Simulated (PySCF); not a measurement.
Computed IR spectrum (relative IR intensity) of a molecule C4H7FO2. Geometry: PBE-D3(BJ)/def2-SVP. Other conformers were not sampled. Calculation: PySCF 2.14.0 with PBE-D3(BJ)/def2-SVP. Frequencies are harmonic and unscaled.

```
ν (cm⁻¹)  relative intensity
--------  ------------------
146                      2.5
298                      2.4
407                      7.0
441                       37
502                      2.0
753                       19
901                       14
958                      6.3
1049                      36
1079                      20
1104                      19
1216                     7.3
1267                      93
1326                     3.2
1340                     9.3
1386                      17
1721                     100
2901                      18
2961                     8.5
3025                     7.8
3033                     7.5
3678                     9.9
```

Problem. Which molecule gave these data?
(A) CO/C=C(\F)OC
(B) C[C@@]1(O)[C@H](O)[C@@H]1F
(C) COC[C@H](F)C=O
(D) C=C(F)OCCO

Solution. D, C=C(F)OCCO
